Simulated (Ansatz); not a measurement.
`C[O][Al]([OH])[F]` + HCl → `C[O][Al]([F])[Cl]` + H₂O at 400 K and 1 bar (ligand exchange at the Al–O bond).

Gas-phase electronic energies from Ansatz, PBE0-D4/def2-TZVP geometries. CCSD(T)/CBS adds triple-zeta CCSD(T) − MP2 to the extrapolated MP2 energy (def2 sets, frozen cores). This one scheme is used for every species. One conformer a species, not always the lowest.

```json
{"species": "`C[O][Al]([OH])[F]`", "CCSD(T)/CBS energy (Eh)": "-532.79990", "H − E (kJ/mol)": "186.9", "S (J/(mol·K))": "385.5"}
{"species": "HCl", "CCSD(T)/CBS energy (Eh)": "-460.38127", "H − E (kJ/mol)": "29.6", "S (J/(mol·K))": "195.4"}
{"species": "`C[O][Al]([F])[Cl]`", "CCSD(T)/CBS energy (Eh)": "-916.81237", "H − E (kJ/mol)": "153.4", "S (J/(mol·K))": "386.7"}
{"species": "H₂O", "CCSD(T)/CBS energy (Eh)": "-76.37941", "H − E (kJ/mol)": "69.8", "S (J/(mol·K))": "198.6"}
```

H − E and S are ideal-gas, rigid-rotor, harmonic terms from PBE0-D4/def2-TZVP, for one conformer and one mirror image of each species. 1 Eh = 2625.50 kJ/mol, R = 8.31446 J/(mol·K).

Question: By hand: ΔE, ΔH, ΔS and ΔG.

Answer: ΔE = (-916.81237) + (-76.37941) − (-532.79990) − (-460.38127) = -0.01061 Eh = -27.9 kJ/mol. Δ(H − E) = 153.4 + 69.8 − 186.9 − 29.6 = 6.7, so ΔH = -21.2 kJ/mol. ΔS = 386.7 + 198.6 − 385.5 − 195.4 = 4.4 J/(mol·K). ΔG = -21.2 − 400 × (4.4)/1000 = -23.0 kJ/mol.

Question: By hand: the equilibrium constant, and the temperature at which ΔG would vanish if ΔH and ΔS stayed fixed.

Answer: log₁₀ K = −ΔG/(RT ln 10) = 3.0. ΔH and −TΔS have one sign here, so there is no such temperature.

The number of gas molecules stays the same, so ΔS is small and ΔH decides. A doubt of 5 kJ/mol in ΔE shifts log₁₀ K by 0.7 here. Other conformers and mirror images would add mixing entropy, several J/(mol·K) or more a flexible species. These are equilibria of isolated gas molecules and say nothing of rates. Largest T1 diagnostic: 0.012 (customary marks: 0.02 for closed shells, 0.045 for open ones).

ΔS is within the doubt of such terms, so its sign, and with it that verdict, could turn.
